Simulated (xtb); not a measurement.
ZrI4, SMILES [I][Zr]([I])([I])[I], multiplicity 1. All values are semi-empirical tight-binding results from xtb (GFN2-xTB unless named), good for trends rather than for accurate numbers. The structure is a stationary point at GFN2-xTB. The multiplicity is an assumed one; no other spin state was optimised. The isomer is the one that the SMILES or the coordinates give; other isomers of the formula were not compared.

Optimised geometry:

Bonded distances (Å): Zr1–I2 2.792, Zr1–I3 2.792, Zr1–I4 2.792, Zr1–I5 2.792. Bond angles (°): I2–Zr1–I3 109.5, I2–Zr1–I4 109.5, I2–Zr1–I5 109.5, I3–Zr1–I4 109.5, I3–Zr1–I5 109.5, I4–Zr1–I5 109.5.

For metal compounds this method's bond lengths and energies can be far off.

Q: Estimate the properties. (The exact figures need the calculation; the answer reports its results.)

A: 
- point group as xtb finds it: Td
- orbital gap: 1.98 eV
- zero-point energy: 1.6 kcal/mol
- G − E(el) at 298.15 K (modified RRHO): -22.9 kcal/mol

Q: Give the atomic charges and the Wiberg bond orders between heavy atoms. (An estimate is asked for; the answer gives what the named calculation found.)

A: charges (e) Zr1 1.06, I2 -0.26, I3 -0.26, I4 -0.26, I5 -0.26. Bond orders Zr1–I2 1.03, Zr1–I3 1.03, Zr1–I4 1.03, Zr1–I5 1.03.
